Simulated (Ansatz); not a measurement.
Input for Ansatz (a first-principles code): R-B3LYP/def2-TZVPP on AlClH2 (SMILES [AlH2][Cl]), atoms moved off the minimum.

Ansatz 0.2 input:
```yaml
crystal:
  periodic: [false, false, false]
  atoms:
    - {symbol: Al, position_ang: [-0.07824035, -0.36416190, -0.98697086]}
    - {symbol: H, position_ang: [-1.44572417, -0.34601853, -1.76828644]}
    - {symbol: H, position_ang: [1.50132474, -0.59753042, -1.72126250]}
    - {symbol: Cl, position_ang: [0.18853471, 0.48233867, 1.19673074]}
basis:
  gaussian:
    orbitals: def2-TZVPP
hamiltonian:
  xc: {name: B3LYP}
scf: {lower_state_search: off}
output: {forces: true}
```

Program output:

```
WARN ansatz: RAYON_NUM_THREADS=1 ignored (pool sized by the plan → 1); use --threads N
Functional definition: B3LYP
these checks for a lower state are left out or cut short: stability, starts, cluster_reference, orbital_swaps, neighbouring_geometries, increment
integrals: 0.03 GiB planned
724 factors; their error is unknown
mean field: 0.30 GiB planned
mean field evaluation 1: about -19153.6618 eV, gradient 1.9e1 eV
mean field evaluation 2: about -19153.2162 eV, gradient 2.5e1 eV
mean field evaluation 4: about -19154.6901 eV, gradient 6.7e-1 eV
mean field evaluation 8: about -19154.7198 eV, gradient 1.4e-1 eV
mean field evaluation 16: about -19154.7198 eV, gradient 5.8e-6 eV
mean field -19154.71981090 eV, -703.9229695153 hartree, gradient 5.8e-6 eV, S^2 0.000000; 0 other end points of the search recorded, 0 dependent functions left out
the calculation of the forces begins
reference -19154.72004601 eV, -703.9229781552 hartree; 16, 16 occupied and 96, 96 virtual orbitals, 724 factors
Total energy: -19154.72004601 eV, -703.9229781552 hartree
Atom 0 at    -0.078240    -0.364162    -0.986971 Å, force     2.140999     0.987464     1.070100 eV/Å
Atom 1 at    -1.445724    -0.346019    -1.768286 Å, force     0.033300    -0.125226     0.281825 eV/Å
Atom 2 at     1.501325    -0.597530    -1.721262 Å, force    -1.718388     0.056729     0.751269 eV/Å
Atom 3 at     0.188535     0.482339     1.196731 Å, force    -0.455911    -0.918967    -2.103194 eV/Å
Dipole moment:    -0.178714    -0.262844    -0.422843 e Å
Checks for a lower state left out: stability, starts, cluster_reference, orbital_swaps, neighbouring_geometries, increment
```

The calculation finished and met its thresholds.

Cost: around 1.0 core-seconds (rough).
